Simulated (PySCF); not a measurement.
C₂H₆FMgN, SMILES [Mg]([N](C)C)[F]. Atoms are numbered in the order given.

```xyz
11

Mg     0.0000     0.0000    -1.0347
F      0.0000     0.0000    -2.7984
N      0.0000     0.0000     0.8619
C      0.0000     1.1961     1.6749
C      0.0000    -1.1961     1.6749
H     -0.8896     1.2587     2.3399
H      0.8896     1.2587     2.3399
H      0.0000     2.1111     1.0555
H      0.8896    -1.2587     2.3399
H     -0.8896    -1.2587     2.3399
H      0.0000    -2.1111     1.0555
```
Charge 0, spin multiplicity 1.

Geometry: B3LYP-D3(BJ)/def2-SVP. The structure was generated by enumeration; whether it is a known compound was not checked. One conformer was computed; it need not be the lowest.

Calculation: TDA-M06-2X/def2-SVPD (PySCF).

Vertical excitations. The molecule is in vacuum. State labels are in the subgroup C2v.

Question: Estimate the UV-visible absorptions. (An estimate is asked for; the answer gives what the named calculation found.)

Answer: 
```
state  symmetry  energy (eV)  λ (nm)      f                          main pairs
-----  --------  -----------  ------  -----  ----------------------------------
S1           B1         3.43     361  0.023                      HOMO→LUMO 94 %
S2           A2         4.67     266  0.000                    HOMO→LUMO+1 88 %
S3           A1         5.13     242  0.069                    HOMO→LUMO+2 92 %
S4           B1         5.67     219  0.021  HOMO→LUMO+3 81 %, HOMO→LUMO+4 15 %
S5           A1         6.55     189  0.076                    HOMO−1→LUMO 88 %
S6           A2         6.65     186  0.000                    HOMO→LUMO+5 87 %
S7           B1         6.86     181  0.010                    HOMO→LUMO+4 78 %
S8           B1         7.16     173  0.025  HOMO→LUMO+8 70 %, HOMO→LUMO+9 26 %
S9           A2         7.19     173  0.000                    HOMO→LUMO+6 92 %
S10          A1         7.28     170  0.092                    HOMO→LUMO+7 89 %
T1           B1         3.30     375      0                      HOMO→LUMO 90 %
T2           A2         4.73     262      0                    HOMO→LUMO+1 87 %
T3           A1         4.78     259      0  HOMO→LUMO+2 81 %, HOMO→LUMO+7 14 %
T4           B1         5.69     218      0  HOMO→LUMO+3 81 %, HOMO→LUMO+4 14 %
```
Triplets are in the Tamm–Dancoff approximation.
